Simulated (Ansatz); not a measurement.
## Molecular dynamics of W16O

input.yaml

```yaml
crystal:
  lattice:
    - [6.32, 0.0, 0.0]
    - [0.0, 6.32, 0.0]
    - [0.0, 0.0, 6.32]
  atoms:
    - { symbol: W, position: [0.0052675, -0.00355468, 0.00014013] }
    - { symbol: W, position: [0.49969236, -0.00256609, 0.00011819] }
    - { symbol: W, position: [0.00527175, 0.50358149, 0.00014007] }
    - { symbol: W, position: [0.00541144, -0.00211445, 0.50010928] }
    - { symbol: W, position: [0.24483078, 0.25001385, 0.24800135] }
    - { symbol: W, position: [0.4996918, 0.50259677, 0.00011828] }
    - { symbol: W, position: [0.48651551, -0.02295666, 0.50014212] }
    - { symbol: W, position: [0.76369873, 0.25001778, 0.22710737] }
    - { symbol: W, position: [0.00541553, 0.50214992, 0.50010931] }
    - { symbol: W, position: [0.24505564, 0.75001749, 0.24652445] }
    - { symbol: W, position: [0.24479599, 0.25001387, 0.75228227] }
    - { symbol: W, position: [0.48651476, 0.52297846, 0.5001426] }
    - { symbol: W, position: [0.75063861, 0.75001455, 0.24754902] }
    - { symbol: W, position: [0.76370595, 0.25001826, 0.77306737] }
    - { symbol: W, position: [0.24502044, 0.75001744, 0.75368749] }
    - { symbol: W, position: [0.75064135, 0.75001465, 0.75269004] }
    - { symbol: O, position: [0.62514128, 0.25000853, 0.50007895] }
basis:
  ecutwfc: 420.0
kpoints:
  mp_grid: { grid: [2, 2, 2] }
hamiltonian:
  xc: pbe
  pseudopotentials: { kind: paw, azcp: { folder: soft_1 } }
scf:
  occupations: { method: fermi_dirac, width: 0.1 }
  lower_state_search: "off"
md:
  timestep: 1
  n_steps: 210
  ensemble: nvt_langevin
  temperature: 1200.0
  initial_velocities: maxwell_boltzmann
  seed: 958824
  friction: 0.05
```

Run as:

```bash
$ ansatz run input.yaml --threads 2 --pin off --max-ram 5120MiB --backend cpu --events-out ev --progress --plain --runs-dir out
```

It starts from a relaxed structure.

Output, in part (step lines):

```
md step     0: t =     0.00 fs  T =  1129.4 K  F+E_penalty+E_count = -166738.70601812 eV  E_kin = 2.481792 eV  (9 SCF iters)
md step     1: t =     1.00 fs  T =   939.7 K  F+E_penalty+E_count = -166738.70046888 eV  E_kin = 2.065014 eV  (6 SCF iters)
md step     2: t =     2.00 fs  T =   955.1 K  F+E_penalty+E_count = -166738.68616417 eV  E_kin = 2.098696 eV  (6 SCF iters)
md step     3: t =     3.00 fs  T =  1100.5 K  F+E_penalty+E_count = -166738.66653574 eV  E_kin = 2.418235 eV  (6 SCF iters)
md step     4: t =     4.00 fs  T =  1129.8 K  F+E_penalty+E_count = -166738.64470782 eV  E_kin = 2.482741 eV  (6 SCF iters)
md step     5: t =     5.00 fs  T =  1212.9 K  F+E_penalty+E_count = -166738.61828080 eV  E_kin = 2.665221 eV  (5 SCF iters)
md step     6: t =     6.00 fs  T =  1274.7 K  F+E_penalty+E_count = -166738.58722209 eV  E_kin = 2.801095 eV  (5 SCF iters)
md step     7: t =     7.00 fs  T =  1369.3 K  F+E_penalty+E_count = -166738.55736087 eV  E_kin = 3.008987 eV  (5 SCF iters)
[... lines left out ...]
md step   209: t =   209.00 fs  T =  1478.0 K  F+E_penalty+E_count = -166736.46244844 eV  E_kin = 3.247806 eV  (5 SCF iters)
md step   210: t =   210.00 fs  T =  1544.2 K  F+E_penalty+E_count = -166736.52404680 eV  E_kin = 3.393212 eV  (6 SCF iters)
```

The steps, from the saved trajectory:

```tsv
time (fs)	T (K)	potential energy less start (eV)
0	1129	0.000
7	1369	0.149
14	1551	0.390
21	1383	0.801
28	909	1.342
35	991	1.810
42	947	2.055
49	1208	2.305
56	1330	2.609
63	725	2.812
70	1136	2.829
77	1362	2.776
84	1429	2.941
91	1117	2.979
98	1206	2.821
105	1293	2.618
112	1306	2.213
119	890	2.120
126	1094	1.888
133	1311	1.623
140	1472	1.592
147	1084	1.673
154	1171	1.701
161	1190	1.925
168	1174	2.206
175	1423	2.438
182	1012	2.760
189	1324	2.898
196	1406	2.834
203	1583	2.645
210	1544	2.182
```

The run went to its last step. A run of 0.21 ps of so small a system gives no equilibrium averages. Limits of this set-up: coarse k mesh, a small cell, in which the defect meets its images.

Mean squared displacements from the first frame to the last, about the centre of mass: W 0.02 Å², O 0.03 Å².

Last frame:

```xyz
17
Lattice="6.3200 0.0000 0.0000 0.0000 6.3200 0.0000 0.0000 0.0000 6.3200" Properties=species:S:1:pos:R:3
W 0.171 -0.129 -0.061
W 3.233 -0.094 0.048
W 0.122 3.278 -0.003
W 0.139 -0.078 3.194
W 1.566 1.508 1.489
W 3.222 3.149 0.134
W 2.969 -0.268 3.072
W 4.863 1.476 1.522
W -0.082 3.097 3.140
W 1.588 4.484 1.611
W 1.438 1.533 4.761
W 3.109 3.141 3.292
W 4.819 4.609 1.641
W 4.964 1.608 4.996
W 1.644 4.636 4.794
W 4.812 4.730 4.874
O 4.027 1.338 3.232
```

The run took 27 min on 2 threads of Arm Neoverse V1, with other jobs on the host, peak memory 0.92 GiB.
